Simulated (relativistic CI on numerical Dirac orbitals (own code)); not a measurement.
## La3+: M4,5 absorption edge

Computed with this model: Dirac-Coulomb-Breit CI, KLI orbitals optimised for each configuration, model QED (radiative potential, 1s self-energy scaled to tabulated hydrogen-like ionisation energies), valence Slater integrals scaled by 0.9, multiplet model of core-to-valence dipole absorption; configurations [Kr] 4d10 5s2 5p6 → [Ar] 3d9 4s2 4p6 4d10 4f 5s2 5p6; 300 K; Lorentzian 0.6 eV and Gaussian 0.4 eV FWHM. Energies are those of the free ion, without screening or charge transfer. The branching ratio is the share of the lower-energy edge in the whole absorption, uncertain by about 0.02 where the edges overlap. S is read from ⟨S²⟩ = S(S + 1).

Computed curve for free ion, scaled to 100 at the maximum (points under 2 are left out and the grid is thinned):

```tsv
Energy (eV)	Intensity
835.3	2.1
835.4	2.3
835.6	2.9
835.7	3.3
835.9	4.4
836.0	5.1
836.2	7.3
836.3	9.0
836.4	11.4
836.6	19.3
836.7	25.8
836.9	44.6
837.0	54.9
837.2	64.5
837.3	60.3
837.4	51.5
837.6	31.1
837.7	23.3
837.9	13.4
838.0	10.5
838.1	8.4
838.3	5.7
838.4	4.8
838.6	3.6
838.7	3.1
838.9	2.5
839.0	2.2
851.4	2.1
851.6	2.5
851.7	2.8
851.9	3.4
852.0	3.8
852.2	4.9
852.3	5.6
852.4	6.5
852.6	8.9
852.7	10.8
852.9	16.5
853.0	21.2
853.2	36.9
853.3	49.4
853.4	64.8
853.6	94.3
853.7	100.0
853.9	83.8
854.0	67.7
854.1	52.0
854.3	29.1
854.4	22.2
854.6	13.7
854.7	11.2
854.9	7.8
855.0	6.6
855.1	5.7
855.3	4.4
855.4	3.9
855.6	3.1
855.7	2.8
855.9	2.3
856.0	2.1
```

The ground state has S = 0.00, and the centroid lies at 847.17 eV.
